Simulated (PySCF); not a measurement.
A thermochemical cycle for SrLi

PBE in PySCF with x2c-SVPall on every atom, spin-free X2C, for the lowest determinant that a PBE0 search found; no spin–orbit coupling. SrLi, a doublet (σ ↑), has De = 0.39 eV to neutral atoms, and SrLi⁺, a singlet (closed shell), has De = 1.42 eV to Sr + Li⁺.

At the same level the Li atom ionises at 5.50 eV.

Question: What is the adiabatic ionisation energy of the molecule, and does ionisation strengthen or weaken the bond?

Answer: IE = IE(Li) + De(neutral) − De(ion) = 5.50 + 0.39 − 1.42 = 4.47 eV. De changes by +1.03 eV, so ionisation strengthens the bond.

Closed-shell solutions of metal pairs were not tested for spin polarisation, which can lower them a little. Weak bonds: SrLi. Basis-set superposition, not corrected here, can be much of De in a small basis, most of all at correlated wavefunction levels. For an ion De counts to the pair picked by the measured ionisation energies or electron affinities, which need not be the lowest pair at this level. States were picked by a PBE0 search and need not be the measured ground states.
